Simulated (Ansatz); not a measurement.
The cluster Mo3⁺. Charge 1, multiplicity 2. Geometry B3LYP-D4/def2-TZVP; atoms count from 1.

```xyz
3

Mo    1.023    0.699    0.431
Mo   -0.745   -0.569    0.845
Mo   -0.278   -0.131   -1.276
```

In the def2 sets Mo takes a core potential; there is no spin–orbit coupling. The charge 1 doublet is spin-contaminated (final ⟨S²⟩ up to 1.63, 0.75 for a pure state). The geometry of the doublet was relaxed on an unsound state (⟨S²⟩ 1.24, where a pure state has 0.75). The structure comes from a short search, and lower isomers may exist.

Estimate the Mulliken populations from the PBE0/def2-TZVP orbitals of Ansatz.


| atom | charge (e) | spin (α − β) | d electrons |
| --- | --- | --- | --- |
| Mo1 | 0.35 | 1.52 | 4.81 |
| Mo2 | 0.30 | -2.04 | 4.80 |
| Mo3 | 0.35 | 1.52 | 4.81 |
Mulliken values and Mayer orders depend strongly on the basis.

Where does the spin sit?

Summed by element: Mo 1.00, of 1 unpaired in all. Largest on single atoms: Mo2 -2.04, Mo3 1.52, Mo1 1.52.

And the Mayer bond orders between bonded heavy atoms (over 0.3)?

Mo1–Mo2 2.42 (2.21 Å); Mo1–Mo3 2.27 (2.30 Å); Mo2–Mo3 2.41 (2.22 Å).
